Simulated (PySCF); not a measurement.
CH₅O, SMILES [OH2+]C, charge +1.

The structure is a stationary point at B3LYP-D3(BJ)/def2-TZVP. The isomer is the one that the SMILES or the coordinates give; other isomers of the formula were not compared.

Vertical ionisation energy (IE) and electron affinity (EA) in eV. Rows of orbital energies are one-electron estimates. Where ΔSCF, EOM or ADC give a negative EA the extra electron is unbound and the value depends on the basis.

```csv
level,IE,EA
"−ε(HOMO), −ε(LUMO), ωB97X/def2-TZVPD (PySCF)",19.92,4.16
"−ε(HOMO), −ε(LUMO), PBE/def2-TZVPD (PySCF)",[?],[?]
ADC(2)/aug-cc-pVDZ (PySCF),19.80,4.53
```

Task: Fill in the missing entries. (The exact figures need the calculation; the answer reports its results.)

Result: 
- −ε(HOMO), −ε(LUMO), PBE/def2-TZVPD (PySCF), IE: 15.66
- −ε(HOMO), −ε(LUMO), PBE/def2-TZVPD (PySCF), EA: 7.49

Computed lowest 1s main lines (those of the lightest heavy element) from CVS-ADC(2)-x/aug-cc-pVDZ (PySCF, non-relativistic), with pole strengths:
301.2 eV (1.53).

Task: Beyond the first one, list the lowest photoelectron lines from ADC(2)/aug-cc-pVDZ (PySCF) with their pole strengths (two spins summed). (The exact figures need the calculation; the answer reports its results.)

Result: 21.34 eV (1.86), 22.72 eV (1.81), 24.23 eV (1.80), 27.51 eV (1.79), 30.86 eV (1.78).
